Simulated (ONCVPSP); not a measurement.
# What one change does to a pseudopotential (Os, ONCV)

ONCVPSP 4.0.1 input, shortened (lines: element, Z, core and valence counts, functional; n l f; lmax; l rc ep ncon nbas qcut; lloc lpopt rc5 dvloc0; l nproj debl; icmod fcfact rcfact), PBEsol, fully relativistic:

```
  Os 76.00   10    4  -116133      upf
    1    0    2.00
    2    0    2.00
    2    1    6.00
    3    0    2.00
    3    1    6.00
    3    2   10.00
    4    0    2.00
    4    1    6.00
    4    2   10.00
    4    3   14.00
    5    0    2.00
    5    1    6.00
    5    2    6.00
    6    0    0.50
    2
    0    1.50    0.00    4    8    7.70
    1    1.90    0.00    4    9    7.80
    2    2.35    0.00    4    8    8.00
    4    4    1.20    0.00
    0    2    0.40
    1    2    1.30
    2    2    3.30
    0    0.00    0.00
```

Open shells are filled in proportion to 2j + 1.

In the p channel the program set the typed energies aside and used -2.205, 0.250 Ha (j = l + 1/2; the other j can differ).

Change: p: rc 2.72. In the p channel the program set the typed energies aside and used -2.205, 0.050 Ha (j = l + 1/2; the other j can differ).

Cutoffs: the cutoffs (Ha) at which the residual kinetic energy of the hardest occupied pseudo-wave falls to 1 and 0.1 mHa per electron; they do not see the model core or the augmentation charge, which bear on the density cutoff. Errors are all-electron minus pseudo energies relative to the spin-unpolarised reference configuration.

Question: Predict the effect on cutoff, ghosts and configuration errors.

Answer: The potential gets neither clearly harder nor softer (24 Ha and 27 Ha → 24 Ha and 27 Ha); a bound ghost appears in p, which as a rule spoils a file; the errors of the 4 common tests hardly move.

```csv
quantity,base,changed
"cutoff, loose",24 Ha,24 Ha
"cutoff, tight",27 Ha,27 Ha
loose cutoff by channel,"s 24 Ha, p 15 Ha, d 17 Ha","s 24 Ha, p 14 Ha, d 17 Ha"
bound ghosts,none,p1/2
GHOST(+) flags under 300 eV,s at 281.4 eV,s at 281.4 eV
"error for 5s2 5p6 5d6 6s2, meV [ΔE -17.15 eV]",-0.7,-0.7
"error for 5s2 5p6 5d6 6s1, meV [ΔE -7.52 eV]",-0.1,-0.2
"error for 5s2 5p6 5d6 6s0, meV [ΔE 9.42 eV]",+0.2,+0.2
"error for 5s2 5p6 5d7 6s1, meV [ΔE -16.84 eV]",-0.1,-0.2
s: phases at 1.52 bohr within 0.05 rad from the reference energy up to (Ha; the scan ends near 5),to the end of the scan,to the end of the scan
d5/2: phases at 2.39 bohr within 0.05 rad from the reference energy up to (Ha; the scan ends near 5),to the end of the scan,to the end of the scan
d3/2: phases at 2.39 bohr within 0.05 rad from the reference energy up to (Ha; the scan ends near 5),to the end of the scan,to the end of the scan
```

 A true bound ghost makes a file unfit for plane-wave use even where its test errors are small: the radial tests pick states by their node count and pass the ghost by.
